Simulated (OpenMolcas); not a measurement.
Computed levels of 2s2 2p4 in ions with 8 electrons, in cm-1 above 3P2.

```json
{"Program": "OpenMolcas 26.06", "Method": "CASSCF", "Basis": "ANO-R2", "Scalar Hamiltonian": "X2C, finite nucleus", "Spin-orbit coupling": "RASSI with atomic mean-field integrals over the reference wave functions, term energies averaged over their components"}
```

Active space for each ion: 6 electrons in 4 orbitals (2s 2p).

```
Level      O   Ne2+
  3P1    148    600
  3P0    221    884
  1D2  17661  27825
  1S0  31907  52757
```

Task: Estimate 3P0, 1D2, 1S0 for F+ from its neighbours O and Ne2+.

Result: 3P0 is fine structure, which grows about as the fourth power of a screened charge, so the fourth roots are averaged: ((221^0.25 + 884^0.25) / 2)^4 = 469. The calculation gives 472, so the estimate is off by -0.6 %; the measured value is 490 (NIST Handbook of Basic Atomic Spectroscopic Data).
1D2 is another term, which grows about linearly with the charge: (17661 + 27825) / 2 = 22743. The calculation gives 22800, so the estimate is off by -0.2 %; the measured value is 20873 (NIST Handbook of Basic Atomic Spectroscopic Data).
1S0 is another term, which grows about linearly with the charge: (31907 + 52757) / 2 = 42332. The calculation gives 42371, so the estimate is off by -0.1 %; the measured value is 44918 (NIST Handbook of Basic Atomic Spectroscopic Data).

Without dynamic correlation excited terms often stand tens of per cent too high (terms of higher spin than the ground term too low), and those without a measured partner can miss by more than the paired ones (holds for O; F+). Computed and measured levels are paired by configuration, term and J; levels that our copy of the source lacks, or whose pairing is in doubt (as where it misses far off the trend of its configuration), stay unpaired and out of the deviations. Levels of configurations outside the active space are missing.
